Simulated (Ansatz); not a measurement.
A nudged elastic band was laid between two geometries of CH$_{5}$AlF$_{2}$OSi (11 atoms, charge 0, multiplicity 1).

The calculation used Ansatz, RKS r2SCAN/def2-SVP.

- movable images: 5
- climbing image: yes
- spring: 5.0 eV/Å²
- optimiser: quadratic models (default)
- start path: IDPP
- force threshold: 0.03 eV/Å
- iteration limit: 60
- end points: relaxed

First end point:

```xyz
11
Properties=species:S:1:pos:R:3
C 1.016 -2.040 -0.634
Al 1.102 -0.185 -0.074
O -0.367 0.653 0.240
Si -1.528 1.726 0.571
F -1.783 2.669 -0.711
F -1.062 2.704 1.765
H 1.389 -2.707 0.165
H -0.005 -2.368 -0.885
H 1.661 -2.230 -1.510
H 2.439 0.634 0.141
H -2.798 1.088 0.954
```

Last end point:

```xyz
11
Properties=species:S:1:pos:R:3
C 1.011 -2.088 -0.491
Al 1.060 -0.274 0.197
O -0.392 0.648 0.197
Si -1.508 1.812 0.299
F -1.406 2.781 -0.985
F -1.231 2.741 1.588
H 1.539 -2.151 -1.460
H 1.531 -2.793 0.180
H -0.013 -2.461 -0.651
H 2.352 0.446 0.758
H -2.877 1.280 0.387
```

Q: What changes between the two ends?

A: No bond is made or broken. The dihedral H8–C1–Al2–O3 goes from 10 to -134°.

Q: What energy profile does the band end with?

A: The run converged. The highest image is number 3 of 0 to 6, 0.003 eV above the ends, which have the same energy within 2 meV. The top lies less than 8 meV above the higher end, about what the thresholds resolve: the motion is nearly free. A vibrational analysis at the climbing image gives no mode beyond 40i cm⁻¹: the surface is too flat there to confirm a saddle point.

| image | path coordinate (Å) | energy (eV) | dihedral H8–C1–Al2–O3 (°) |
| --- | --- | --- | --- |
| 0 | 0.00 | 0.000 | 10 |
| 1 | 0.67 | 0.000 | -12 |
| 2 | 1.34 | 0.002 | -35 |
| 3 | 2.00 | 0.003 | -58 |
| 4 | 2.70 | 0.002 | -83 |
| 5 | 3.39 | 0.000 | -109 |
| 6 | 4.08 | 0.000 | -134 |

Q: What is the geometry of the highest image?

A: 
```xyz
11
Properties=species:S:1:pos:R:3:forces:R:3
C 0.957 -2.126 -0.395 0.00 0.00 0.00
Al 1.070 -0.299 0.250 0.00 0.00 0.00
O -0.350 0.668 0.155 0.00 0.00 0.00
Si -1.440 1.860 0.182 0.00 0.00 0.00
F -1.232 2.819 -1.097 0.00 0.00 0.00
F -1.221 2.789 1.482 0.00 0.00 0.00
H 1.904 -2.679 -0.288 0.00 0.00 0.00
H 0.176 -2.693 0.141 0.00 0.00 0.00
H 0.675 -2.153 -1.462 0.00 0.00 0.00
H 2.352 0.394 0.866 0.00 0.00 0.00
H -2.825 1.364 0.187 0.00 0.00 0.00
```

Run time: 2.2 min on 2 threads of Arm Neoverse V1 (shared host), peak memory 0.18 GiB.
